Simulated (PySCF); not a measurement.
Computed IR spectrum (relative IR intensity) of a molecule C₅H₈S. Geometry optimised at PBE-D3(BJ)/def2-SVP. One conformer was computed; it need not be the lowest. These are PySCF 2.14.0 with PBE-D3(BJ)/def2-SVP values and carry that method's errors. Frequencies are harmonic and unscaled.

Lines under 2 % of the strongest are left out, and lines within 2 cm⁻¹ are merged.

| ν (cm⁻¹) | relative intensity |
|---|---|
| 76 | 2.2 |
| 165 | 2.3 |
| 274 | 3.4 |
| 326 | 4.0 |
| 465 | 3.7 |
| 528 | 8.1 |
| 625 | 5.5 |
| 638 | 53 |
| 646 | 44 |
| 854 | 2.2 |
| 921 | 6.6 |
| 934 | 6.1 |
| 986 | 29 |
| 1048 | 2.9 |
| 1071 | 8.3 |
| 1179 | 8.6 |
| 1256 | 9.9 |
| 1333 | 4.4 |
| 1385 | 10 |
| 1404 | 3.5 |
| 1411 | 26 |
| 1420 | 3.5 |
| 2155 | 4.0 |
| 2967 | 28 |
| 2979 | 24 |
| 3068 | 24 |
| 3088 | 13 |
| 3408 | 100 |

Problem. Which molecule gave these data?
A. SC[C@H]1C=CC1
B. C=C=CSCC
C. C#C[C@H](C)SC
D. C=C1CCCS1

Solution. C, C#C[C@H](C)SC
